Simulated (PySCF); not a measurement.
PySCF input (M06-2X/6-31G* (5d)):

```python
from pyscf import gto, dft

mol = gto.M(
    atom='''
    C     1.63405200   -0.78101500   -0.41883300
    Si    0.03078500    0.00595900    0.01492700
    C    -1.42168800   -0.68290800   -0.92196300
    O    -0.10613300   -0.24258500    1.64486000
    O     0.02258700    1.61902600   -0.36069100
    H     2.23291600   -1.32681100    0.30129600
    H     2.04570400   -0.75088100   -1.42196500
    H    -1.55596700   -1.74499400   -0.71056500
    H    -1.28047300   -0.56364500   -1.99798400
    H    -2.34174500   -0.15949200   -0.65004900
    H    -0.89569600    0.08801600    2.08029600
    H     0.75845400    2.14639400   -0.03858200
    ''',
    basis='6-31g*',
    charge=0,
    spin=1,
    verbose=4,
)

mf = dft.UKS(mol, xc='m062x')
mf.grids.level = 4
mf.conv_tol = 1e-9
mf.max_cycle = 100
mf.max_memory = 1500
mf.kernel()
if not mf.converged:
    mf = mf.newton()
    mf.kernel(mf.make_rdm1())
mo, _, stable, _ = mf.stability(return_status=True)
if not stable:
    mf.kernel(mf.make_rdm1(mo, mf.mo_occ))
    stable = mf.stability(return_status=True)[2]
mf.dip_moment()
```

From the output:

```
  HOMO = -0.240818374892  LUMO = -0.028661062465  gap/eV = 5.77309
cycle= 2 E= -520.116522808744  delta_E= 0.0117  |g|= 0.62  |ddm|= 0.837
  alpha nocc = 25  HOMO = -0.273065877786066  LUMO = 0.0970708840348742
  beta  nocc = 24  HOMO = -0.344071449149403  LUMO = -0.0304343899259969
  HOMO = -0.273065877786  LUMO = -0.030434389926  gap/eV = 6.60234
cycle= 3 E= -520.257614593087  delta_E= -0.141  |g|= 0.0433  |ddm|= 0.453
  alpha nocc = 25  HOMO = -0.28546927855694  LUMO = 0.100007311232354
  beta  nocc = 24  HOMO = -0.353729755427632  LUMO = -0.0360319518745329
  HOMO = -0.285469278557  LUMO = -0.0360319518745  gap/eV = 6.78754
cycle= 4 E= -520.258498537446  delta_E= -0.000884  |g|= 0.018  |ddm|= 0.0504
  alpha nocc = 25  HOMO = -0.282796051265096  LUMO = 0.101349154196018
  beta  nocc = 24  HOMO = -0.349517822803999  LUMO = -0.0310035586248425
  HOMO = -0.282796051265  LUMO = -0.0310035586248  gap/eV = 6.85162
cycle= 5 E= -520.258695526374  delta_E= -0.000197  |g|= 0.00456  |ddm|= 0.0189
  alpha nocc = 25  HOMO = -0.283353249517182  LUMO = 0.101045769742036
  beta  nocc = 24  HOMO = -0.350106807557807  LUMO = -0.030217613907046
  HOMO = -0.283353249517  LUMO = -0.030217613907  gap/eV = 6.88817
cycle= 6 E= -520.258714459283  delta_E= -1.89e-05  |g|= 0.00175  |ddm|= 0.00664
  alpha nocc = 25  HOMO = -0.284055394057624  LUMO = 0.101021194085207
  beta  nocc = 24  HOMO = -0.350227398339058  LUMO = -0.0303298418923266
  HOMO = -0.284055394058  LUMO = -0.0303298418923  gap/eV = 6.90422
cycle= 7 E= -520.258717504305  delta_E= -3.05e-06  |g|= 0.000978  |ddm|= 0.00322
  alpha nocc = 25  HOMO = -0.284004908899921  LUMO = 0.10102844292389
  beta  nocc = 24  HOMO = -0.350183895380023  LUMO = -0.0301292683014256
  HOMO = -0.2840049089  LUMO = -0.0301292683014  gap/eV = 6.90831
cycle= 8 E= -520.25871816669  delta_E= -6.62e-07  |g|= 0.000295  |ddm|= 0.0013
  alpha nocc = 25  HOMO = -0.283970657935645  LUMO = 0.10104366927997
  beta  nocc = 24  HOMO = -0.350153054166404  LUMO = -0.0300768867721217
  HOMO = -0.283970657936  LUMO = -0.0300768867721  gap/eV = 6.90880
cycle= 9 E= -520.258718232541  delta_E= -6.59e-08  |g|= 0.00012  |ddm|= 0.000427
  alpha nocc = 25  HOMO = -0.284000069679069  LUMO = 0.101040944557754
  beta  nocc = 24  HOMO = -0.350151915607855  LUMO = -0.0301027133750158
  HOMO = -0.284000069679  LUMO = -0.030102713375  gap/eV = 6.90890
cycle= 10 E= -520.258718247501  delta_E= -1.5e-08  |g|= 3.4e-05  |ddm|= 0.000178
  alpha nocc = 25  HOMO = -0.283994086800675  LUMO = 0.101040129461635
  beta  nocc = 24  HOMO = -0.350153693452486  LUMO = -0.0301011611626922
  HOMO = -0.283994086801  LUMO = -0.0301011611627  gap/eV = 6.90878
cycle= 11 E= -520.258718250181  delta_E= -2.68e-09  |g|= 1.64e-05  |ddm|= 7.8e-05
  alpha nocc = 25  HOMO = -0.283993457041885  LUMO = 0.101041346017523
  beta  nocc = 24  HOMO = -0.350150897883536  LUMO = -0.0301025306982159
  HOMO = -0.283993457042  LUMO = -0.0301025306982  gap/eV = 6.90872
cycle= 12 E= -520.258718250855  delta_E= -6.73e-10  |g|= 6.01e-06  |ddm|= 4.34e-05
  alpha nocc = 25  HOMO = -0.283993158275071  LUMO = 0.101040655001687
  beta  nocc = 24  HOMO = -0.350151690783791  LUMO = -0.0301021735373013
  HOMO = -0.283993158275  LUMO = -0.0301021735373  gap/eV = 6.90873
Extra cycle  E= -520.258718250933  delta_E= -7.8e-11  |g|= 3.59e-06  |ddm|= 1.21e-05
converged SCF energy = -520.258718250933  <S^2> = 0.75436303  2S+1 = 2.0043583
uhf_internal: lowest eigs of H = [0.31996875 0.46294735 0.46832159]
<class 'pyscf.dft.uks.UKS'> wavefunction is stable in the internal stability analysis
Dipole moment(X, Y, Z, Debye):  0.09384,  0.31453,  0.25949
```

The geometry given is a B3LYP-D3(BJ)/def2-TZVP minimum.
